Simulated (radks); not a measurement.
Spherical quantum dot in the effective-mass picture: electrons in a well V = -V0 / (1 + exp((r - R)/a)) with V0 = 34.3, R = 1.27, a = 0.089, all in effective atomic units (hartree* = m*/eps^2 hartree, bohr* = eps/m* bohr), one dielectric constant everywhere. Method: non-relativistic Kohn-Sham, LDA (Slater exchange, Perdew-Wang correlation), spin-polarised, spherical densities; computed with a radial shooting solver with Libxc functionals. Levels are named by radial order and angular momentum (1s, 1p, 1d, 2s, ...), and open shells are averaged over m.

N = 15, configuration 1s2 1p6 1d(up 5, down 2). This is the lowest configuration that the search found. Occupied and some empty levels:

level    occupation  eigenvalue (hartree*)  <r> (bohr*)
1s up             1                -15.687       0.7435
1s down           1                -15.559       0.7412
1p up             3                -13.365       0.8436
1p down           3                -13.221       0.8430
1d up             5                -10.161       0.9136
1d down           2                -10.012       0.9138
2s up             0                -7.6155       0.6950
2s down           0                -7.5298       0.6960
1f up             0                -6.2315       0.9700
1f down           0                -6.0826       0.9705
2p up             0                -2.8162       0.8035
2p down           0                -2.7182       0.8037

Energy (hartree*): total -294.944, kinetic 84.129, external -481.70, Hartree 117.97, exchange-correlation -15.343.

Electron density:

r (bohr*)  n(r) (e/bohr*^3)
0.0804               0.7630
0.215                 1.000
0.349                 1.480
0.483                 2.162
0.618                 2.841
0.752                 3.148
0.886                 2.756
1.02                  1.747
1.16                 0.7078
1.29                 0.1746
1.42                0.03015
1.56               0.004613
1.69              0.0006965
